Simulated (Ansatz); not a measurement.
Ideal-gas functions of GaH$_{3}$S$_{2}$ (`[SH][GaH][SH]`) at 400 K and 1 bar, from an Ansatz frequency run at PBE0-D4/def2-TZVP.

Molar mass 136.88 g/mol, point group C2v (symmetry number 2), electronic degeneracy 1, moments of inertia 50.596, 237.029, 287.625 u Å². Harmonic wavenumbers (cm⁻¹, unscaled): 127, 231, 258, 385, 429, 491, 539, 715, 723, 2033, 2717, 2719.

Use S(trans) = R[1.5 ln M + 2.5 ln T − 1.1517]; rotational temperatures θ = 24.2544 K / I; S(rot) = R[ln(√π/σ · √(T³/θAθBθC)) + 1.5]; for each mode x = 1.438777 ν̃/T, S = R[x/(eˣ − 1) − ln(1 − e⁻ˣ)] and H = RT x/(eˣ − 1); 1 cm⁻¹ = 0.0119627 kJ/mol; R = 8.31446 J/(mol·K).

**Question.** By hand: the entropy, in J/(mol·K).

**Answer.** Translation 176.3. Rotation: θ = 0.4794, 0.1023, 0.0843 K, giving 109.0. Vibration, mode by mode: 14.90, 10.09, 9.23, 6.24, 5.49, 4.59, 4.00, 2.43, 2.38, 0.05, 0.01, 0.01, in all 59.4. Electronic 0.0. Sum 344.7 J/(mol·K).

**Question.** By hand: H − E and G − E in kJ/mol, counted from the electronic energy.

**Answer.** Zero-point energy ½ × 11367 × 0.0119627 = 68.0; thermal vibration 13.4; translation, rotation and pV give 4 RT = 13.3. H − E = 94.7 kJ/mol, and G − E = 94.7 − 400 × 344.7/1000 = -43.2 kJ/mol.

Vibration gives 17 % of the entropy, 14.9 J/(mol·K) of it from the mode under 150 cm⁻¹: soft modes count most, and the harmonic formula is weakest for them. The sum counts one conformer and one mirror image; others add a mixing term.
